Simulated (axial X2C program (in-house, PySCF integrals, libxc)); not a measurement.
**Worked dissociation energy of PSe⁺: CCSD, without spin–orbit coupling**

Calculated with an in-house relativistic program for diatomic molecules. Spin-free means the one-electron spin-free X2C Hamiltonian. Basis: Se dyall-cv3z [8s9p6d4f1g], P dyall-v3z [8s7p2d1f] (cores contracted in-house); Gaussian nuclei, density fitting, unrestricted open shells. Masses: Se 79.917 u, P 30.974 u.

Molecular state: M_S = 0, Λ = 0 (closed shell).

Correlated methods: 10 electrons correlated (number of frozen shells: Se 3 s, 2 p, 1 d; P 2 s, 1 p), 184 virtual spin orbitals or spinors in MP2, 88 natural virtuals in coupled cluster.

* E(Se+) (2M_S = 3, M_L = 0): -2427.926199 hartree
* E(P) (2M_S = 3, M_L = 0): -341.638602 hartree
* E(PSe⁺) at Re: -2769.740517 hartree
* ωe: 665.6 cm⁻¹
* ωexe: 1.69 cm⁻¹

**Question.** Work out De and D0.

**Answer.** De = -2427.926199 + (-341.638602) − (-2769.740517) = 0.17572 hartree = 4.781 eV. The zero-point energy is ωe/2 − ωexe/4 = 332 cm⁻¹ = 0.041 eV, so D0 = 4.740 eV.

Occupations by symmetry block were frozen at the best pattern of an incomplete PBE0 search. The closed shell is kept restricted, so the energy runs too high when the bond is stretched far. De is counted from the lowest determinant-based energies of the atoms at the same level, without counterpoise correction. CCSD ran in a truncated set of natural virtual spinors with an MP2 remainder; without triples it tends to underbind.

Each atomic determinant is the lowest at this level and need not be a pure term. Totals compare only within one Hamiltonian and basis.
